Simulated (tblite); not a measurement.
Compound: C₅H₁₃NSi₃.
Atom-mapped SMILES: `[CH3:1][CH2:2][Si@@H:3]1[CH2:4][SiH2:5][C@H:6]1[SiH2:7][C:8]#[N:9]` (hydrogens: H10, H11, H12 on C1; H13, H14 on C2; H15 on Si3; H16, H17 on C4; H18, H19 on Si5; H20 on C6; H21, H22 on Si7)

A start from a force field or distance geometry was refined with tblite 0.8.0, GFN2-xTB geometry optimisation, gas phase. Values at the start:

```
   coordinate    start
        C1–C2  1.513 Å
       C1–H10  1.107 Å
       C2–Si3  1.865 Å
       C2–H13  1.099 Å
       Si3–C4  1.882 Å
       Si3–C6  1.915 Å
       C4–Si5  1.891 Å
       C4–H16  1.110 Å
       Si5–C6  1.944 Å
      Si5–H18  1.475 Å
      Si5–H19  1.478 Å
       C6–Si7  1.934 Å
       Si7–C8  1.879 Å
      Si7–H21  1.487 Å
      Si7–H22  1.484 Å
        C8≡N9  1.167 Å
    C1–C2–Si3   115.8°
    C2–Si3–C4   111.5°
    C2–Si3–C6   110.3°
   Si3–C4–Si5    86.6°
   Si3–C6–Si5    84.2°
   Si3–C6–Si7   118.9°
    C4–Si5–C6    87.1°
    C6–Si7–C8   114.0°
C2–Si3–C4–Si5    -139°
C2–Si3–C6–Si5     140°
Si3–C4–Si5–C6      28°
C4–Si5–C6–Si7    -147°
```

Q: How do these coordinates change at the GFN2-xTB level?

A: 
| coordinate | GFN2-xTB (Å or °) | change |
| --- | --- | --- |
| C6–Si7 | 1.884 | -0.050 |
| C2–Si3 | 1.902 | +0.037 |
| Si3–C4 | 1.917 | +0.035 |
| C4–H16 | 1.085 | -0.025 |
| C8≡N9 | 1.146 | -0.021 |
| C4–Si5 | 1.912 | +0.021 |
| Si3–C6 | 1.936 | +0.021 |
| Si7–H21 | 1.469 | -0.018 |
| C1–H10 | 1.089 | -0.018 |
| Si5–H19 | 1.462 | -0.016 |
| Si7–H22 | 1.469 | -0.015 |
| C1–C2 | 1.524 | +0.011 |
| Si5–C6 | 1.933 | -0.011 |
| Si7–C8 | 1.869 | -0.010 |
| C2–H13 | 1.091 | -0.008 |
| Si5–H18 | 1.467 | -0.008 |
| C6–Si7–C8 | 106.3 | -7.7 |
| Si3–C6–Si5 | 91.3 | +7.1 |
| Si3–C4–Si5 | 92.6 | +6.0 |
| C1–C2–Si3 | 112.3 | -3.5 |
| C2–Si3–C4 | 114.6 | +3.1 |
| C2–Si3–C6 | 113.3 | +3.0 |
| Si3–C6–Si7 | 117.4 | -1.5 |
| C4–Si5–C6 | 88.1 | +1.0 |
| Si3–C4–Si5–C6 | -2 | -30 |
| C4–Si5–C6–Si7 | -120 | +27 |
| C2–Si3–C4–Si5 | -113 | +26 |
| C2–Si3–C6–Si5 | 114 | -26 |

The energy falls by 41.5 kJ/mol over 179 L-BFGS steps, the largest force on an atom goes from 2.59 to 0.009 eV/Å, and the atoms move by 0.640 Å rms after alignment. The bond that changes most is C6–Si7 (sp3 carbon bound to silicon to SiH2 silicon), which shortens by 0.050 Å. Bonds longer at the end by more than 0.005 Å: 5 of 22; shorter: 13. Among the dihedrals that turn most is H17–C4–Si5–H19, from 158° to 121°. Rotational constants go from 1118, 730.3, 549.8 to 1207, 692.6, 577.4 MHz.

The run took 3.8 s of wall time on one thread of an Arm Neoverse N1, on a shared host.

Its GFN2-xTB frequencies are all real (lowest 18 cm⁻¹). One conformer, not necessarily the lowest. 3 starts were optimised and ended at 0.00, 0.05 and 0.37 kcal/mol (GFN2-xTB); the lowest of these is shown.

These are computed values.
